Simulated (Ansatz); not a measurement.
C2H7OSi, SMILES C[SiH](C)[O], multiplicity 2.

Geometry optimised at B3LYP-D3(BJ)/def2-SVP. A frequency run showed that this geometry is not a minimum. The isomer is the one that the SMILES or the coordinates give; other isomers of the formula were not compared.

Two levels are set side by side: PBE/def2-SVPD (Ansatz, an electronic-structure program) and CAM-B3LYP/def2-SVPD (Ansatz). Energy differences of separate SCF runs at the same geometry; the states with an electron removed or added have multiplicity 3 and 1. Differences are taken from unrounded values.

```
quantity                         CAM-B3LYP   PBE  PBE minus CAM-B3LYP
-------------------------------  ---------  ----  -------------------
vertical ionisation energy (eV)      10.48  9.73                -0.75
vertical electron affinity (eV)       2.49  2.54                 0.04
```
